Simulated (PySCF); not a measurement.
Identify the unknown among the candidates.

* Dipole: 2.13 D [CAM-B3LYP/def2-SVPD]
* Rotational structure: rotational constants A, B, C: 2.258, 1.251, 0.889 GHz [GFN2-xTB]
* Polarisability: 92.6 au [CAM-B3LYP/def2-SVPD]
* Triplet: lowest triplet excitation (Tamm–Dancoff): 4.50 eV [TDA CAM-B3LYP/def2-SVPD]
* UV, strongest line: among the 8 lowest singlet transitions: S7 at 7.58 eV (164 nm, f = 0.175) [TDDFT CAM-B3LYP/def2-SVPD]
* UV, first state: lowest singlet excitation: 6.06 eV (205 nm, f = 0.006) [TDDFT CAM-B3LYP/def2-SVPD]

Gas-phase values; electronic properties from PySCF, density fitting. Levels stand in brackets. Geometry: GFN2-xTB, one conformer, isolated molecule.

Question: Which candidate is it?
A. `F[SiH2][SiH2]C([SiH3])[SiH3]`
B. `F[SiH2][SiH2]C[SiH2][SiH3]`
C. `C=CCN([SiH3])[SiH2]F`
D. `C/C=C/N([SiH3])[SiH2]F`

Answer: C. It is `C=CCN([SiH3])[SiH2]F`. Numbering: `[CH2:1]=[CH:2][CH2:3][N:4]([SiH3:5])[SiH2:6][F:7]`. Its formula, C3H10FNSi2, gives 1 degree of unsaturation: 0 rings and 1 π bond in the structure found. The optimised geometry has point group C1 and is an asymmetric top.

The others, at the same levels:
- `C/C=C/N([SiH3])[SiH2]F` fails: its computed lowest singlet excitation is 5.47 eV (227 nm, f = 0.014) (against 6.06 eV), lowest triplet excitation (Tamm–Dancoff) is 4.07 eV (against 4.50 eV) and strongest line among the 8 lowest singlet transitions is S4 at 6.27 eV (198 nm, f = 0.201) (against S7 at 7.58 eV).
- `F[SiH2][SiH2]C[SiH2][SiH3]` fails: its computed lowest singlet excitation is 6.41 eV (194 nm, f = 0.020) (against 6.06 eV), lowest triplet excitation (Tamm–Dancoff) is 5.67 eV (against 4.50 eV) and strongest line among the 8 lowest singlet transitions is S5 at 7.25 eV (171 nm, f = 0.075) (against S7 at 7.58 eV).
- `F[SiH2][SiH2]C([SiH3])[SiH3]` fails: its computed lowest singlet excitation is 6.49 eV (191 nm, f = 0.021) (against 6.06 eV), lowest triplet excitation (Tamm–Dancoff) is 5.72 eV (against 4.50 eV) and strongest line among the 8 lowest singlet transitions is S3 at 7.30 eV (170 nm, f = 0.061) (against S7 at 7.58 eV).

Each candidate is one conformer, not necessarily the lowest. Dipoles, sizes and rotational constants follow the conformer. The torsions of the flexible species, by atom-mapped SMILES:
- `[CH2:1]=[CH:2][CH2:3][N:4]([SiH3:5])[SiH2:6][F:7]`: C1–C2–C3–N4 -122°, C2–C3–N4–Si5 -83°, C3–N4–Si6–F7 176°
- `[CH3:1]/[CH:2]=[CH:3]/[N:4]([SiH3:5])[SiH2:6][F:7]`: C2–C3–N4–Si5 11°, C3–N4–Si6–F7 175°
- `[F:1][SiH2:2][SiH2:3][CH2:4][SiH2:5][SiH3:6]`: F1–Si2–Si3–C4 41°, Si2–Si3–C4–Si5 56°, Si3–C4–Si5–Si6 59°
- `[F:1][SiH2:2][SiH2:3][CH:4]([SiH3:5])[SiH3:6]`: F1–Si2–Si3–C4 61°, Si2–Si3–C4–Si5 63°
